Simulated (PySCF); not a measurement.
# Atomic charges by several schemes

Compound: BH2Br.
Geometry (PBE0-D3(BJ)/def2-SVP, Å), atoms numbered from 1 in this order:
```
atom  x, y, z in Å
B1     0.0980    0.1635   -0.0005
H2     1.2986    0.1003    0.0158
H3    -0.5212    1.1940   -0.0199
Br4   -0.8753   -1.4577    0.0046
```

Density: PBE0/pcSseg-1 (PySCF); schemes: Mulliken, IAO, Hirshfeld and ESP-fitted. Isolated species at its PBE0-D3(BJ)/def2-SVP geometry, gas phase. The calculation is non-relativistic, for bromine too.

Question: Give the atomic charges in each scheme.

Answer: In e; atoms taken as equivalent share a row and are averaged (×n: the atom named and its like, n in all):

```tsv
atom	environment	Mulliken	IAO	Hirshfeld	ESP-fitted
B1	boron bonded to Br and 2 H	+0.138	-0.077	+0.129	+0.182
H2/H3	hydrogen on B1	+0.020	+0.026	-0.049	-0.044
Br4	bromine bonded to B	-0.179	+0.025	-0.030	-0.093
```

Mean size of the charges over all atoms: ESP-fitted 0.091 e, Mulliken 0.089 e, Hirshfeld 0.064 e, IAO 0.039 e. Each set sums to the total charge, 0, to within 0.001 e. The Mulliken scheme counts on each atom the diagonal of the density matrix times the overlap matrix over that atom's basis functions.

Lowest charge. The schemes don't all agree: Mulliken Br4 (-0.179); IAO B1 (-0.077); Hirshfeld H2/H3 (-0.049); ESP-fitted Br4 (-0.093).

Highest charge. The schemes don't all agree: Mulliken B1 (+0.138); IAO H2/H3 (+0.026); Hirshfeld B1 (+0.129); ESP-fitted B1 (+0.182).

Question: Sum the charges by element, for elements with more than one atom.

Answer: 
```json
{"element": "H", "atoms": "2", "Mulliken": "+0.040", "IAO": "+0.052", "Hirshfeld": "-0.099", "ESP-fitted": "-0.089"}
```

Question: How many electrons does the Hirshfeld scheme count on Br4?

Answer: Z − q = 35 − (-0.030) = 35.030.

The run behind these numbers computed NMR shieldings as well. Time: 2.3 s of wall time. Hardware: one thread, Arm Neoverse V2, no GPU (shared host).
